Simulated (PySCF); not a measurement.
# Multinuclear NMR of C$_{6}$H$_{15}$FSi$_{2}$

Atom-mapped SMILES (the numbers label the heavy atoms): `[CH3:1][CH2:2]/[C:3](=[CH:4]/[SiH2:5][CH2:6][F:7])[CH2:8][SiH3:9]` (H(Xn): hydrogen on atom n).

Computed data (PySCF): NMR shieldings at PBE0/pcSseg-1/GIAO, geometry: GFN2-xTB. One averaged value for each set of equivalent atoms, one computed conformer, non-relativistic, gas phase.

**Question.** What are the $^{19}$F shifts?

**Answer.** 
| atoms | environment | σ (ppm) | δ (ppm) |
| --- | --- | --- | --- |
| F7 | fluorine on an sp3 carbon | 473.0 | -266.3 |

Shieldings were converted by a linear fit to measured shifts: $^{19}$F: δ = 146.13 − 0.903σ +14.6 on sp3 carbon (rms 6.0 ppm, 223 shifts, 7.0 ppm with the 5 outliers that the fit left out vs CFCl3, solution or neat liquid). A few per cent of atoms miss by over 2 rms, more outside the fitted compound classes.

On a 500 MHz spectrometer $^{19}$F resonates near 470.5 MHz, so 1 ppm is 470.5 Hz.

**Question.** Predict the $^{29}$Si NMR data.

**Answer.** 
```tsv
atoms	environment	σ (ppm)	δ (ppm)
Si5	silicon bonded to 2 C, 2 H	410.8	-57.7
Si9	silicon bonded to C, 3 H	418.7	-64.2
```

Shieldings were converted by a linear fit to measured shifts: $^{29}$Si: δ = 279.94 − 0.822σ (rms 8.9 ppm, 72 shifts, 25.8 ppm with the 6 outliers that the fit left out vs TMS, solution or neat liquid). Occasional misses reach two or three times the rms, and more in compound classes unlike the fitted ones.

On a 500 MHz spectrometer $^{29}$Si resonates near 99.3 MHz, so 1 ppm is 99.3 Hz.
